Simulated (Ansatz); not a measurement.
C2H5FGeO can be A, `[F][GeH]1[CH2]C[O]1`, or B, `C[C](=O)[GeH2][F]`.

Computed with Ansatz on PBE0-D4/def2-TZVP structures; ΔE is electronic, products minus reactants. CBS: MP2 limit from def2 TZ/QZ plus the TZ coupled-cluster correction, frozen cores. DFT in def2-TZVPP. B3LYP here is the variant with VWN-RPA as its local correlation; programs differ in this. For Ge outer-core shells are correlated without core-valence functions, which leaves a few kJ/mol of doubt a bond. Scalar relativity is left out up to krypton. One conformer a species, not always the lowest.

A:

Z-matrix (Å, degrees):
```
Ge
C 1 1.947
C 1 2.365 2 40.5
F 1 1.737 2 114.2 3 106.0
O 1 1.789 2 78.0 3 -2.0
H 1 1.532 2 130.2 3 -116.5
H 2 1.089 1 116.0 3 115.1
H 2 1.089 1 114.7 3 -115.2
H 3 1.094 1 127.5 2 -93.0
H 3 1.094 1 123.5 2 95.4
```

B:

```xyz
10

C    -1.0938    0.2076    1.0112
C     0.3547   -0.0134    0.7157
O     1.2107   -0.0909    1.5589
Ge    0.9487   -0.1954   -1.1934
F    -0.4796   -0.0799   -2.1979
H    -1.6833   -0.6092    0.5836
H    -1.4327    1.1193    0.5091
H    -1.2601    0.2790    2.0865
H     1.5644   -1.5749   -1.4624
H     1.8710    0.9578   -1.6112
```

(1) Which is lower in electronic energy at CCSD(T)/CBS, and by how much? (Best estimate.)

(2) Give E(B) − E(A) in kJ/mol with ωB97M-V, B3LYP-D4, HF/def2-TZVPP, B3LYP, r2SCAN-D4, CCSD/def2-TZVPP, MP2/def2-TZVPP. (Estimate.)

Largest T1 diagnostic: 0.014.

Answers

(1) Computed: A, by 44.1 kJ/mol.

(2) The calculation gave: ωB97M-V 37.4, B3LYP-D4 19.7, HF/def2-TZVPP 19.3, B3LYP 18.2, r2SCAN-D4 32.0, CCSD/def2-TZVPP 40.8, MP2/def2-TZVPP 50.5. None reverses the order clearly.

In def2-TZVPP, CCSD(T) changes the Hartree–Fock value by +21.5 kJ/mol (the triples alone add +0.0 kJ/mol) and MP2 by +31.2 kJ/mol. From PBE to PBE0 (25 % exact exchange), in def2-TZVPP and without D4, E(B) − E(A) moves by +12.4 kJ/mol.
